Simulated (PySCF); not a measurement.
2-(methoxymethyl)pyridine, C7H9NO.
SMILES: `c1cc(ncc1)COC`

The closed-shell SCF was solved with PySCF and density fitting under several settings on one GFN2-xTB geometry (grid level 2 and gas phase unless stated).

```
                                 settings  basis functions  SCF cycles     E (Eh)  HOMO (eV)  LUMO (eV)  dipole (D)
                            PBE0/pcSseg-1              198          14  -401.6005      -7.29      -0.77        1.92
                           PBE0/def2-SVPD              255          14  -401.3792      -7.32      -0.85        1.93
LC-wPBE/6-31G*, energy threshold 1e-07 Eh              144           9  -401.8324      -9.75       1.79        1.90
```

Task: Estimate the row for these settings: CAM-B3LYP/pcSseg-1, start guess vsap.

Result: 
```csv
settings,basis functions,SCF cycles,E (Eh),HOMO (eV),LUMO (eV),dipole (D)
"CAM-B3LYP/pcSseg-1, start guess vsap",198,15,-401.8707,-8.71,0.38,1.95
```

Task: Over all rows, what range does the HOMO–LUMO gap span?

Result: From 6.47 eV (PBE0/def2-SVPD) to 11.54 eV (LC-wPBE/6-31G*, energy threshold 1e-07 Eh). The functional of the narrowest has 25 % exact exchange, that of the widest range-separated exact exchange.

Task: Compare two rows with the functional PBE0: PBE0/pcSseg-1 and PBE0/def2-SVPD. Which energy is lower, and by how much?

Result: PBE0/pcSseg-1 (198 functions) lies 0.2213 Eh or 139 kcal/mol below PBE0/def2-SVPD (255 functions). The smaller set gives the lower energy; the two sets aren't nested, so the variational bound doesn't order them by size.

Cycle counts include a coarse-grid stage where the run had one. All basis functions are spherical, in the Pople sets too.

The values belong to the conformer `[CH3:1][O:2][CH2:3][c:4]1[cH:5][cH:6][cH:7][cH:8][n:9]1`: C1–O2–C3–C4 -70°, O2–C3–C4–C5 -39°.
